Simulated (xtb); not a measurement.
C₄H₆F₂, singlet, geometry from GFN2-xTB. Base run: GFN2-xTB (xtb 6.7.1).

Here is a job for xtb.
```
$ xtb mol.xyz --gfn 2 --json

# file mol.xyz
12

C      1.66464376     0.07596798     0.76667042
C      0.67483047     0.39107029    -0.04264446
F      0.65355063     1.58505111    -0.68109376
C     -0.54017171    -0.42977971    -0.38046721
C     -1.79714813     0.13679934     0.27095397
F     -0.34428284    -1.72508535     0.04759314
H      1.67162151    -0.87393885     1.26621127
H      2.48420585     0.75004782     0.93582920
H     -0.65597881    -0.47869059    -1.47275106
H     -1.68395096     0.13171039     1.35261424
H     -1.95406054     1.15631962    -0.06958928
H     -2.65817333    -0.46948776     0.00211467
```

Each row names what was changed in the base input (with any setting that the change needs).

| change | ΔE vs base (mEh) | HOMO-LUMO gap (eV) | dipole (D) | G_solv (kcal/mol) | SCF cycles |
|---|---|---|---|---|---|
| base | 0.000 | 5.34 | 0.87 | - | 10 |
| etemp = 10000 | -8.405 | 5.37 | 1.08 | - | 10 |
| gbsa = acetonitrile | -6.471 | 5.35 | 0.93 | -4.25 | 10 |
| file = coord | 0.000 | 5.34 | 0.87 | - | 10 |
| acc = 1000 | 0.002 | 5.34 | 0.87 | - | 6 |
| alpb = hexane | -6.812 | 5.36 | 0.90 | -4.47 | 10 |
| etemp = 1000 | 0.000 | 5.34 | 0.87 | - | 10 |

ALPB and GBSA are two models with their own fitted parameters for each solvent, which aren't always the measured dielectric constant.
